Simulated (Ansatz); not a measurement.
`[Cl][Zr]([Cl])([Cl])[SeH]` + `CC(C)N` → `CC(C)[NH][Zr]([Cl])([Cl])[Cl]` + H₂Se  (ligand exchange at a Zr–Se bond)

Calculated with Ansatz (gas phase, PBE0-D4/def2-TZVP geometries, no zero-point term in ΔE). CCSD(T)/CBS adds triple-zeta CCSD(T) − MP2 to the extrapolated MP2 energy (def2 sets, frozen cores). DFT in def2-TZVPP. B3LYP here is the variant with VWN-RPA as its local correlation; programs differ in this. HSE06 is defined as in plane-wave codes. def2 core potentials past Kr. For Se, Zr outer-core shells are correlated without core-valence functions, which leaves a few kJ/mol of doubt a bond. Scalar relativity is left out up to krypton. One conformer a species, not always the lowest.

```csv
level,ΔE (kcal/mol),difference from CCSD(T)/CBS
LDA (SPW92),2.9,-0.2
PBE-D4,3.5,0.4
revPBE-D4,2.5,-0.6
BLYP-D4,1.7,-1.4
r2SCAN-D4,3.6,0.5
B97M-V,2.8,-0.3
PBE0-D4,3.7,0.6
B3LYP-D4,2.2,-0.9
r2SCANh-D4,3.7,0.6
r2SCAN0-D4,3.9,0.8
HSE06-D4,3.9,0.8
BHLYP-D4,2.8,-0.3
CAM-B3LYP-D4,1.1,-2.0
ωB97X-V,1.4,-1.7
ωB97M-V,2.1,-1.0
B2PLYP,4.1,1.0
PBE-QIDH,4.3,1.2
BLYP,5.0,1.9
r2SCAN,4.3,1.2
PBE0,5.4,2.3
B3LYP,4.8,1.7
r2SCAN0,4.8,1.7
HSE06,5.5,2.4
BHLYP,4.6,1.5
CAM-B3LYP,2.8,-0.3
LC-ωPBE,2.6,-0.5
RPA@PBE/def2-TZVPP,1.7,-1.4
HF/def2-SVP,1.7,-1.4
MP2/def2-SVP,-1.6,-4.7
CCSD/def2-SVP,-2.5,-5.6
CCSD(T)/def2-SVP,-2.4,-5.5
MP2/def2-TZVPP,2.7,-0.4
SCS-MP2/def2-TZVPP,2.2,-0.9
CCSD(T)/def2-TZVPP,1.9,-1.2
HF/def2-QZVPP,5.2,2.1
MP2/def2-QZVPP,3.5,0.4
SCS-MP2/def2-QZVPP,2.9,-0.2
HF/CBS(def2),5.2,2.1
MP2/CBS(def2),3.9,0.8
CCSD/CBS(def2),3.0,-0.1
CCSD(T)/CBS,3.1,0
```

Largest T1 diagnostic among the species: 0.015.

At CCSD(T), def2-SVP lies −5.5 kcal/mol from the extrapolated value and def2-TZVPP −1.2 kcal/mol. The D4 term adds −2.6 kcal/mol with B3LYP and −1.6 kcal/mol with PBE0; it sums over pairs of atoms, weighted by their polarisabilities, and B3LYP, whose exchange is more repulsive, gets the larger term. Leaving LDA and LC-ωPBE aside and taking each functional with its dispersion term where it has one, the values spread over 3.2 kcal/mol, from CAM-B3LYP-D4 to PBE-QIDH. LDA lies −2.4 kcal/mol from PBE without D4.

CCSD(T)/CBS has its own doubt, a few kJ/mol and more with outer-core shells, so smaller differences from it don't rank the levels.
